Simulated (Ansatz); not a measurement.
Ansatz (an electronic-structure program) input for Sn(Cl)3(NH2) (Cl₃H₂NSn), SMILES [NH2][Sn]([Cl])([Cl])[Cl], CAM-B3LYP/def2-SVPD. Geometry optimised at B3LYP-D3(BJ)/def2-SVP. The structure was generated by enumeration; whether it is a known compound was not checked. The def2 effective core potentials stand for the cores of Sn; spin–orbit coupling is left out. The values are those of a single conformer.

Ansatz 0.2 input:
```yaml
crystal:
  periodic: [false, false, false]
  atoms:
    - {symbol: N, position_ang: [2.19437768, -0.36006280, -0.25750146]}
    - {symbol: Sn, position_ang: [0.20570245, -0.03772764, -0.01530124]}
    - {symbol: Cl, position_ang: [-0.95013386, -1.35316182, -1.56745873]}
    - {symbol: Cl, position_ang: [-0.21086159, 2.23005853, -0.41743529]}
    - {symbol: Cl, position_ang: [-0.65252734, -0.55435072, 2.11741680]}
    - {symbol: H, position_ang: [2.44302973, -1.32713082, -0.03868870]}
    - {symbol: H, position_ang: [2.74109134, 0.25067076, 0.35337360]}
basis:
  gaussian:
    orbitals: def2-SVPD
hamiltonian:
  xc: {name: CAM-B3LYP}
```

Program output:

```
WARN ansatz: RAYON_NUM_THREADS=1 ignored (pool sized by the plan → 1); use --threads N
Functional definition: CAM-B3LYP
integrals: 0.14 GiB planned
1533 factors; their error is unknown
integrals: 0.17 GiB planned
519 factors; integrals over basis functions are off by at most 3.0e-5 eV
mean field: 1.23 GiB planned
mean field evaluation 1: about -44907.4764 eV, gradient 5.1e1 eV
mean field evaluation 2: about -44902.7449 eV, gradient 6.8e1 eV
mean field evaluation 4: about -44913.1671 eV, gradient 2.7e0 eV
mean field evaluation 8: about -44913.1883 eV, gradient 2.3e-2 eV
mean field evaluation 16: about -44913.4084 eV, gradient 4.3e-5 eV
mean field -44913.40838805 eV, -1650.5373148593 hartree, gradient 4.3e-5 eV, S^2 0.000000; 0 other end points of the search recorded, 0 dependent functions left out
reference -44913.40852528 eV, -1650.5373199024 hartree; 41, 41 occupied and 108, 108 virtual orbitals, 1533 factors
Total energy: -44913.40852528 eV, -1650.5373199024 hartree
```

Self-consistency was reached.
